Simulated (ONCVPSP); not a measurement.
# phosphorus (P): variants of one ONCV potential

Base potential:

P (Z = 15), optimised norm-conserving Vanderbilt (ONCV), made with ONCVPSP 4.0.1 (LDA (Perdew-Wang 92), scalar-relativistic). Core [Ne], reference 3s1.75 3p3.25. Waves: 3s: rc 1.40 bohr, ncon 4, nbas 7, qcut 5.9 1/bohr, 3 projectors, debl 2.3 Ha; 3p: rc 1.40 bohr, ncon 4, nbas 8, qcut 6.8 1/bohr, local; d scattering state at 0.04 Ha: rc 1.65 bohr, ncon 3, nbas 7, qcut 5.6 1/bohr, 2 projectors, debl 3.4 Ha. Local part: the p channel. Core correction: Teter function, fcfact 4.5, rcfact 1.55.

All-electron outer shells of the reference configuration (LDA (PZ), scalar-relativistic, ld1.x):

| shell | level (eV) | outermost node (bohr) | outermost maximum (bohr) |
| --- | --- | --- | --- |
| 2s | -173.52 | 0.14 | 0.42 |
| 2p | -124.89 | – | 0.35 |
| 3s | -14.20 | 0.66 | 1.56 |
| 3p | -5.75 | 0.64 | 1.83 |

Cutoffs, loose and tight: the cutoffs (Ha) at which the residual kinetic energy of the hardest occupied pseudo-wave falls to 1 and 0.1 mHa per electron. They do not see the model core or the augmentation charge, which bear on the density cutoff. Test errors are all-electron minus pseudo excitation energies from the reference, over the configurations 3s2 3p3; 3s2 3p2; 3s2 3p1; 3s2 3p0. A dash means not determined; rows that change the core or the reference have their own tests.

For the base: The cutoffs count occupied waves only; projector 2 of the d channel, the hardest unoccupied one, needs 71 Ha at the loose tolerance.

A true bound ghost makes a file unfit for plane-wave use even where its test errors are small: the radial tests pick states by their node count and pass the ghost by.

| change | outcome | cutoff, loose | cutoff, tight | bound ghosts | GHOST(+) flags above zero | largest test error (meV) |
| --- | --- | --- | --- | --- | --- | --- |
| base | generated | 11 Ha | 23 Ha | s | none | -25 |
| all radii but the core radius scaled by about 0.77 (s 1.08, p 1.08, d 1.28 bohr) | failed: optimize: ERROR ps0norm > uunorm, code will stop | – | – | – | – | – |
| all radii but the core radius scaled by about 0.85 (s 1.20, p 1.20, d 1.40 bohr) | failed: optimize: ERROR ps0norm > uunorm, code will stop | – | – | – | – | – |
| all radii but the core radius scaled by about 0.90 (s 1.26, p 1.26, d 1.48 bohr) | generated | 32 Ha | 119 Ha | s | none | -29 |
| all radii but the core radius scaled by about 1.04 (s 1.46, p 1.46, d 1.72 bohr) | generated | 11 Ha | 14 Ha | s | none | -18 |
| all radii but the core radius scaled by about 1.13 (s 1.58, p 1.58, d 1.88 bohr) | generated | 12 Ha | 14 Ha | s | none | -15 |
| all radii but the core radius scaled by about 1.17 (s 1.64, p 1.64, d 1.94 bohr) | generated | 12 Ha | 14 Ha | s | none | -14 |
| all radii but the core radius scaled by about 1.24 (s 1.74, p 1.74, d 2.06 bohr) | generated | 11 Ha | 14 Ha | none | none | -12 |
| all radii but the core radius scaled by about 1.31 (s 1.84, p 1.84, d 2.16 bohr) | generated | 11 Ha | 14 Ha | none | none | -9.5 |

Reading the sweep of the scale of all radii but the core radius (base = 1) (base included, trends over the rows without a ghost): Bound ghosts are found at 0.9, 1, 1.04, 1.13, 1.17. The generation fails at 0.77, 0.85.
